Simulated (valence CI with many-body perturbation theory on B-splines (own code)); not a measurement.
E1 line list for Cs XLIX

Calculated by relativistic CI+MBPT: five valence electrons over a frozen Dirac-Fock core [He], a basis of 11 s, 11 p, 10 d, 8 f, 5 g, 2 h functions for each j, with the one-electron correlation potential Σ1 (screened to all orders), the two-electron term Σ2, the three-electron term Σ3, Breit, model QED; selected single and double excitations, second order for the rest, scaled by the run's own slope (own B-spline code, finite nucleus).

The last digits are not significant, and no measured levels were compared; by estimate large intervals hold to a few tenths of a per cent, small ones and those within an open d or f shell to about a per cent. Among the levels kept, up to 7300 cm⁻¹ of a level comes from second order outside the variational space, and about a tenth of that is noise between levels of different J, which matters for small intervals.

Lines 151 to 200 of 600 in falling wavelength, among levels below 453.62 Ry, chosen from the strongest by gf and those to the six lowest levels. Wavelengths and rates use the calculated energies. Electric multipoles are in the length gauge, E1 and E2 with the static RPA response of the core. Weak lines are less certain than strong ones. Lines between different terms over intervals too small for the method are left out, as are lines whose strength nearly cancels. The highest levels of a list are the least certain.

Levels are named by their leading jj configuration (3d3/2^4 stands for four electrons in 3d with j = 3/2), which in mixed levels can hold well under half, so a name can repeat and another be missing. Letters in brackets count levels of one name in rising energy.

| λ vac (Å) | Upper | Lower | A (s⁻¹) | log gf | Branch % |
| --- | --- | --- | --- | --- | --- |
| 63.84 | (2s 2p1/2^2 2p3/2 3p3/2) J=5/2 [a] | (2s 2p1/2^2 2p3/2 3s) J=5/2 | 2.32e+10 | -1.07 | 0.0 |
| 63.73 | (2s 2p1/2 2p3/2^2 3p3/2) J=9/2 | (2s^2 2p3/2^2 3p3/2) J=7/2 | 1.31e+10 | -1.10 | 2.3 |
| 63.35 | (2s 2p1/2 2p3/2^2 3p3/2) J=7/2 [b] | (2s^2 2p3/2^2 3p3/2) J=7/2 | 3.49e+10 | -0.78 | 0.1 |
| 63.33 | (2s^2 2p1/2 2p3/2 3d3/2) J=5/2 [b] | (2s^2 2p1/2 2p3/2 3p1/2) J=5/2 | 3.13e+10 | -0.95 | 0.0 |
| 63.09 | (2s 2p1/2 2p3/2^2 3s) J=5/2 [b] | (2s^2 2p3/2^2 3s) J=3/2 | 2.35e+10 | -1.07 | 0.0 |
| 62.99 | (2s 2p1/2 2p3/2^2 3p3/2) J=3/2 [f] | (2s 2p1/2 2p3/2^2 3s) J=3/2 [c] | 7.96e+10 | -0.72 | 0.1 |
| 62.86 | (2s^2 2p1/2 2p3/2 3p3/2) J=5/2 [b] | (2s^2 2p1/2 2p3/2 3s) J=5/2 | 8.32e+10 | -0.53 | 2.9 |
| 62.60 | (2s 2p1/2^2 2p3/2 3s) J=5/2 | (2s^2 2p1/2 2p3/2 3s) J=3/2 [a] | 7.45e+10 | -0.58 | 0.4 |
| 62.14 | (2s 2p1/2^2 2p3/2 3s) J=3/2 [a] | (2s^2 2p1/2 2p3/2 3s) J=3/2 [b] | 3.79e+10 | -1.06 | 0.1 |
| 61.82 | (2s^2 2p3/2^2 3p3/2) J=3/2 [a] | (2s^2 2p3/2^2 3s) J=3/2 | 1.01e+11 | -0.64 | 1.8 |
| 61.52 | (2s^2 2p1/2 2p3/2 3p3/2) J=1/2 [b] | (2s^2 2p1/2 2p3/2 3s) J=3/2 [b] | 1.05e+11 | -0.92 | 1.4 |
| 61.36 | (2s 2p1/2 2p3/2^2 3p1/2) J=3/2 [d] | (2s^2 2p3/2^2 3p1/2) J=1/2 | 4.27e+10 | -1.02 | 0.1 |
| 60.96 | (2s 2p1/2^2 2p3/2^2) J=5/2 | (2s^2 2p1/2 2p3/2^2) J=5/2 | 8.88e+09 | -1.53 | 3.7 |
| 60.26 | (2s 2p1/2 2p3/2^2 3p3/2) J=1/2 [d] | (2s 2p1/2 2p3/2^2 3s) J=1/2 [b] | 7.93e+10 | -1.06 | 0.2 |
| 58.07 | (2p1/2^2 2p3/2^2 3s) J=5/2 | (2s 2p1/2 2p3/2^2 3s) J=5/2 [c] | 3.28e+10 | -1.00 | 0.1 |
| 57.98 | (2s 2p1/2^2 2p3/2 3s) J=3/2 [a] | (2s^2 2p1/2 2p3/2 3s) J=1/2 | 3.51e+10 | -1.15 | 0.1 |
| 57.84 | (2s 2p1/2 2p3/2^2 3s) J=3/2 [d] | (2s^2 2p3/2^2 3s) J=1/2 | 4.74e+10 | -1.02 | 0.1 |
| 56.58 | (2p1/2^2 2p3/2^2 3p1/2) J=5/2 | (2s 2p1/2 2p3/2^2 3p1/2) J=5/2 [c] | 3.68e+10 | -0.97 | 0.1 |
| 55.82 | (2s 2p1/2^2 2p3/2 3p3/2) J=5/2 [a] | (2s^2 2p1/2 2p3/2 3p3/2) J=5/2 [a] | 3.02e+10 | -1.07 | 0.0 |
| 55.43 | (2s 2p1/2^2 2p3/2^2) J=5/2 | (2s^2 2p1/2 2p3/2^2) J=3/2 | 1.76e+10 | -1.31 | 7.2 |
| 55.31 | (2p1/2^2 2p3/2^2 3s) J=5/2 | (2s 2p1/2 2p3/2^2 3s) J=3/2 [b] | 4.55e+10 | -0.90 | 0.2 |
| 55.22 | (2p1/2^2 2p3/2^2 3s) J=3/2 | (2s 2p1/2 2p3/2^2 3s) J=3/2 [c] | 6.61e+10 | -0.92 | 0.1 |
| 52.88 | (2s 2p1/2 2p3/2^2 3p3/2) J=5/2 [e] | (2s 2p1/2 2p3/2^2 3s) J=5/2 [b] | 3.30e+10 | -1.08 | 0.4 |
| 51.30 | (2s 2p1/2^2 2p3/2^2) J=1/2 | (2s^2 2p1/2 2p3/2^2) J=1/2 | 3.50e+10 | -1.56 | 3.7 |
| 49.76 | (2s 2p1/2 2p3/2^2 3s) J=3/2 [c] | (2s^2 2p3/2^2 3s) J=3/2 | 4.78e+10 | -1.15 | 0.1 |
| 48.43 | (2p1/2^2 2p3/2^2 3p1/2) J=3/2 | (2s 2p1/2 2p3/2^2 3p1/2) J=5/2 [b] | 6.43e+10 | -1.04 | 0.1 |
| 45.03 | (2p1/2^2 2p3/2^2 3p3/2) J=5/2 | (2s 2p1/2 2p3/2^2 3p3/2) J=7/2 [b] | 6.69e+10 | -0.91 | 0.1 |
| 45.02 | (2s 2p1/2^2 2p3/2^2) J=3/2 | (2s^2 2p1/2 2p3/2^2) J=5/2 | 3.71e+10 | -1.35 | 2.3 |
| 44.82 | (2p1/2^2 2p3/2^2 3p3/2) J=7/2 | (2s 2p1/2 2p3/2^2 3p3/2) J=9/2 | 6.91e+10 | -0.78 | 0.1 |
| 44.73 | (2p1/2^2 2p3/2^2 3s) J=3/2 | (2s 2p1/2 2p3/2^2 3s) J=5/2 [b] | 1.16e+11 | -0.86 | 0.2 |
| 44.51 | (2p1/2^2 2p3/2^2 3s) J=5/2 | (2s 2p1/2 2p3/2^2 3s) J=7/2 | 6.00e+10 | -0.97 | 0.3 |
| 43.20 | (2p1/2^2 2p3/2^2 3p1/2) J=5/2 | (2s 2p1/2 2p3/2^2 3p1/2) J=7/2 | 4.34e+10 | -1.14 | 0.1 |
| 41.93 | (2s 2p1/2^2 2p3/2^2) J=3/2 | (2s^2 2p1/2 2p3/2^2) J=3/2 | 1.38e+10 | -1.84 | 0.8 |
| 41.84 | (2p1/2^2 2p3/2^3) J=3/2 | (2s 2p1/2 2p3/2^3) J=5/2 | 1.02e+11 | -0.97 | 4.2 |
| 23.20 | (2s 2p1/2 2p3/2^2 3d5/2) J=9/2 [a] | (2s^2 2p1/2 2p3/2 3d5/2) J=7/2 [a] | 1.49e+11 | -0.92 | 71.6 |
| 23.06 | (2s 2p1/2 2p3/2^2 3s) J=5/2 [a] | (2s^2 2p1/2 2p3/2 3s) J=3/2 [a] | 2.18e+11 | -0.98 | 1.6 |
| 23.05 | (2s 2p1/2 2p3/2^2 3p3/2) J=7/2 [b] | (2s^2 2p1/2 2p3/2 3p3/2) J=5/2 [b] | 1.48e+11 | -1.03 | 0.3 |
| 22.75 | (2s 2p1/2 2p3/2^2 3p3/2) J=7/2 [a] | (2s^2 2p1/2 2p3/2 3p3/2) J=5/2 [a] | 1.37e+11 | -1.07 | 1.3 |
| 22.75 | (2s 2p1/2 2p3/2^2 3p1/2) J=5/2 [a] | (2s^2 2p1/2 2p3/2 3p1/2) J=3/2 [a] | 1.97e+11 | -1.04 | 0.2 |
| 22.69 | (2s 2p1/2 2p3/2^2 3d3/2) J=7/2 [a] | (2s^2 2p1/2 2p3/2 3d3/2) J=5/2 [a] | 1.37e+11 | -1.07 | 0.1 |
| 22.38 | (2s 2p1/2 2p3/2^2 3d5/2) J=11/2 | (2s^2 2p1/2 2p3/2 3d5/2) J=9/2 | 1.59e+11 | -0.84 | 88.3 |
| 22.26 | (2s 2p1/2 2p3/2^2 3p1/2) J=7/2 | (2s^2 2p1/2 2p3/2 3p1/2) J=5/2 | 1.29e+11 | -1.12 | 0.0 |
| 22.21 | (2s 2p1/2 2p3/2^2 3p3/2) J=9/2 | (2s^2 2p1/2 2p3/2 3p3/2) J=7/2 | 1.67e+11 | -0.91 | 29.0 |
| 22.20 | (2s 2p1/2 2p3/2^2 3p1/2) J=5/2 [b] | (2s^2 2p1/2 2p3/2 3p1/2) J=3/2 [b] | 1.78e+11 | -1.10 | 0.3 |
| 22.10 | (2s 2p1/2 2p3/2^2 3d3/2) J=9/2 | (2s^2 2p1/2 2p3/2 3d3/2) J=7/2 | 1.43e+11 | -0.98 | 17.2 |
| 21.93 | (2s 2p1/2 2p3/2^2 3s) J=7/2 | (2s^2 2p1/2 2p3/2 3s) J=5/2 | 1.49e+11 | -1.07 | 1.4 |
| 21.58 | (2s 2p1/2^2 2p3/2^2) J=5/2 | (2s^2 2p1/2^2 2p3/2) J=3/2 | 2.16e+11 | -1.04 | 89.1 |
| 21.49 | (2p1/2^2 2p3/2^2 3p3/2) J=5/2 | (2s 2p1/2^2 2p3/2 3p3/2) J=3/2 [b] | 3.50e+11 | -0.84 | 0.3 |
| 21.18 | (2s 2p3/2^3 3s) J=5/2 | (2s^2 2p3/2^2 3s) J=5/2 | 5.99e+11 | -0.62 | 16.7 |
| 21.12 | (2s 2p3/2^3 3p1/2) J=3/2 | (2s^2 2p3/2^2 3p1/2) J=3/2 | 6.74e+11 | -0.74 | 1.9 |

Question: How does gf follow from A for the line at 44.73 Å?

Answer: gf = 1.4992 × (2J+1)_upper × A / σ², with σ = 2235643 cm⁻¹ and 2J+1 = 4: gf = 0.139.
